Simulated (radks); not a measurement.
Exchange energies: the exact (Fock) value of the Kohn-Sham orbitals and density-functional approximations, in hartree. Species: Co4+ [Ar] 3d5; Li+ [He]. Calculated with a radial shooting solver on a logarithmic mesh with Libxc functionals: non-relativistic Kohn-Sham, exchange-only B88, spin-polarised, spherical densities, point nucleus. Every spin shell is full or empty, so the densities are truly spherical. Functionals are evaluated on that one density, not self-consistently.

exact: Co4+ -56.5988; Li+ -1.64007
LDA: Co4+ -52.925; Li+ -1.4123
B88: Co4+ -56.613; Li+ -1.6371
PBE: Co4+ -56.321; Li+ -1.6180
PBEsol: Co4+ -54.949; Li+ -1.5455
RPBE: Co4+ -56.534; Li+ -1.6462
SOGGA: Co4+ -54.932; Li+ -1.5420
r2SCAN: Co4+ -56.593; Li+ -1.6464
MVS: Co4+ -56.567; Li+ -1.6470
